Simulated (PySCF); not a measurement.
FeF3, SMILES [F][Fe]([F])[F] (connectivity only; charge and spin as stated), neutral, multiplicity 6.

Geometry optimised at PBE-D3(BJ)/def2-SVP. The spin state was assumed, not searched. The isomer is the one that the SMILES or the coordinates give; other isomers of the formula were not compared.

These are TDA-PBE/def2-SVPD run with PySCF 2.14.0 values and carry that method's errors.

Vertical excitations; the highest root listed may be one member of a degenerate set. The molecule is in vacuum.

Computed lowest excited states:
```json
[
 {"state": "root 1", "energy (eV)": "2.63", "λ (nm)": "472", "f": "0.000", "main pairs": "β HOMO→LUMO 100 %"},
 {"state": "root 2", "energy (eV)": "3.01", "λ (nm)": "412", "f": "0.000", "main pairs": "β HOMO→LUMO+1 (degenerate set)"},
 {"state": "root 3", "energy (eV)": "3.01", "λ (nm)": "412", "f": "0.000", "main pairs": "β HOMO→LUMO+2 (degenerate set)"},
 {"state": "root 4", "energy (eV)": "3.12", "λ (nm)": "397", "f": "0.003", "main pairs": "β HOMO−1→LUMO 100 %"},
 {"state": "root 5", "energy (eV)": "3.25", "λ (nm)": "381", "f": "0.001", "main pairs": "β HOMO−2→LUMO, β HOMO−3→LUMO (degenerate set)"},
 {"state": "root 6", "energy (eV)": "3.25", "λ (nm)": "381", "f": "0.001", "main pairs": "β HOMO−3→LUMO, β HOMO−2→LUMO (degenerate set)"},
 {"state": "root 7", "energy (eV)": "3.35", "λ (nm)": "370", "f": "0.000", "main pairs": "β HOMO−4→LUMO, β HOMO−5→LUMO (degenerate set)"},
 {"state": "root 8", "energy (eV)": "3.35", "λ (nm)": "370", "f": "0.000", "main pairs": "β HOMO−5→LUMO, β HOMO−4→LUMO (degenerate set)"},
 {"state": "root 9", "energy (eV)": "3.61", "λ (nm)": "343", "f": "0.001", "main pairs": "β HOMO−1→LUMO+2, β HOMO−1→LUMO+1, β HOMO−4→LUMO+1, β HOMO−5→LUMO+2 (degenerate set)"},
 {"state": "root 10", "energy (eV)": "3.61", "λ (nm)": "343", "f": "0.001", "main pairs": "β HOMO−1→LUMO+1, β HOMO−1→LUMO+2, β HOMO−4→LUMO+2, β HOMO−5→LUMO+1 (degenerate set)"}
]
```
Unrestricted roots are not spin-pure.
